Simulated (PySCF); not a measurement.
Computed IR spectrum (relative IR intensity) of a molecule C2H9FSi3. Geometry optimised at PBE-D3(BJ)/def2-SVP. The values are those of a single conformer. All values below come from PySCF with PBE-D3(BJ)/def2-SVP. Frequencies are harmonic and unscaled.

Lines under 2 % of the strongest are left out, and lines within 2 cm⁻¹ are merged.

| ν (cm⁻¹) | relative intensity |
|---|---|
| 412 | 12 |
| 434 | 4.5 |
| 487 | 2.4 |
| 510 | 3.0 |
| 604 | 18 |
| 636 | 40 |
| 665 | 3.8 |
| 692 | 57 |
| 697 | 33 |
| 801 | 99 |
| 837 | 79 |
| 898 | 72 |
| 901 | 23 |
| 957 | 13 |
| 1028 | 7.3 |
| 1039 | 28 |
| 1100 | 42 |
| 1194 | 2.7 |
| 1304 | 5.8 |
| 1377 | 3.8 |
| 2139 | 26 |
| 2148 | 41 |
| 2158 | 40 |
| 2164 | 100 |
| 2177 | 60 |
| 2934 | 10 |
| 2979 | 4.9 |
| 3047 | 5.7 |

Question: Which molecule gave these data?
(A) F[C@H]1C[SiH2][Si@@H]1[SiH3]
(B) C[Si@@H]1[SiH2]C[Si@H]1F
(C) F[Si@@]1([SiH3])CC[SiH2]1
(D) F[C@@H]1[SiH2]C[SiH2][SiH2]1

Answer: A, F[C@H]1C[SiH2][Si@@H]1[SiH3]
